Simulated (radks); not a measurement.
The platinum anion Pt- inside a hard spherical wall (all orbitals vanish at R), configuration held at [Xe] 4f14 5d9 6s2 and not refilled when levels cross. Calculated with a radial shooting solver on a logarithmic mesh with Libxc functionals: scalar-relativistic Kohn-Sham, LDA (Slater exchange, Perdew-Wang correlation), spin-polarised, spherical densities, finite nucleus; open shells are filled with parallel spins first (spin-orbit coupling, left out, can overturn this in heavy ions); Fermi nuclear charge, rms radius 5.427 fm. Eigenvalues in eV for spin up, with the zero of energy where the potential of the charges vanishes at infinity; a dash marks a level that is unbound or too diffuse for the functional's potential to be trusted. A positive occupied level is held by the wall or, in an anion where self-interaction has pushed it up, behind a barrier. The pressure on the wall is -dE/dV.

R (bohr)  E (hartree)  kinetic (hartree)    e(4f)    e(5p)   e(6s)   e(5d)  e(7s, empty)  e(6p, empty)  pressure (GPa)
20        -18399.5218          20504.490  -63.837  -49.723   0.111   0.183         2.386         2.499        < 0.0001
15        -18399.5217          20504.490  -63.825  -49.711   0.121   0.195         3.222         3.121        0.000414
10        -18399.5197          20504.505  -63.651  -49.535   0.275   0.367         5.717         4.135          0.0370
8         -18399.5113          20504.557  -63.240  -49.122   0.641   0.758         8.798         5.130           0.327
3.5       -18398.2236          20509.904  -48.349  -35.526  16.938  13.476        75.979        29.464             358
1.5       -18332.4479          20731.202   95.888   103.74  369.46  183.01        868.15        435.30          200000
